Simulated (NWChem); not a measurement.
Species: CH3FO2Si; SMILES O=C[Si@@H](O)F

```xyz
8

O      0.1346    -2.0255     0.3591
C      0.7878    -1.1835    -0.2450
Si    -0.0543     0.5591    -0.4174
O     -1.5602     0.2521     0.2012
F      0.8090     1.5964     0.5113
H      1.8213    -1.4419    -0.6309
H     -0.1302     1.1636    -1.7786
H     -1.5332    -0.6287     0.6393
```
Atoms are numbered in this order, from 1.

All runs: NWChem. Pople sets run with spherical d functions. Medium grid unless said otherwise, to which SCAN and Minnesota functionals are sensitive. All runs use the structure optimised with PBE-D3(BJ)/def2-SVP. B3LYP is NWChem's, with the RPA form of VWN correlation. Total energies of different functionals are on different scales.

```csv
level,energy (Ha),highest occupied level (eV),orbital gap (eV),dipole (D)
B3LYP/6-31G*,-579.7598,-7.33,5.10,2.00
PBE/6-31G*,-579.2890,-6.00,2.86,1.81
BHandHLYP/6-31G*,-579.6099,-9.12,8.35,2.24
OLYP/6-31G*,-579.6534,-5.88,2.96,1.80
RPBE/6-31G*,-579.6902,-5.95,2.91,1.77
"LDA (Slater exchange, PW92)/6-31G*",-576.4980,-6.13,2.73,1.91
PBE0/6-31G*,-579.3188,-7.61,5.57,2.04
"LC-wPBE (HJS exchange hole, range parameter 0.4 per bohr)/6-31G*",-579.4283,-10.30,10.81,2.09
M06-L/6-31G*,-579.7090,-6.40,3.48,1.90
M06/6-31G*,-579.6106,-7.67,5.72,2.11
```
